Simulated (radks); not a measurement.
Results of a calculation; reference values are marked as such.
Neutral strontium inside a hard spherical wall (all orbitals vanish at R), configuration held at [Kr] 5s2 and not refilled when levels cross. Code: a radial shooting solver on a logarithmic mesh with Libxc functionals. Model: scalar-relativistic Kohn-Sham, LDA (Slater exchange, VWN5 correlation), spin-unpolarised, spherical densities, point nucleus. Eigenvalues in eV, with the zero of energy where the potential of the charges vanishes at infinity; a dash marks a level that is unbound or too diffuse for the functional's potential to be trusted. A positive occupied level is held by the wall or, in an anion where self-interaction has pushed it up, behind a barrier. The pressure on the wall is -dE/dV.

R (bohr)	E (hartree)	kinetic (hartree)	e(3d)	e(4s)	e(4p)	e(5s)	e(4d, empty)	e(5p, empty)	pressure (GPa)
free	-3175.83116	3255.714	-128.24	-40.924	-22.865	-3.640	-1.403	-1.317	0
20	-3175.83116	3255.714	-128.24	-40.924	-22.865	-3.640	-1.403	-1.317	< 0.0001
15	-3175.83114	3255.714	-128.23	-40.921	-22.862	-3.637	-1.399	-1.303	0.000251
10	-3175.82793	3255.741	-128.02	-40.716	-22.660	-3.478	-1.207	-0.943	0.0711
3.5	-3174.11560	3261.827	-114.03	-29.402	-11.625	23.078	13.263	34.025	426
3	-3172.40205	3267.566	-105.50	-23.211	-5.004	43.857	22.455	58.029	1320
2.5	-3168.25851	3280.463	-90.093	-11.063	8.657	87.037	40.746	105.46	4820
1.5	-3118.95438	3410.131	-4.470	106.02	138.59	453.05	191.08	479.41	146000
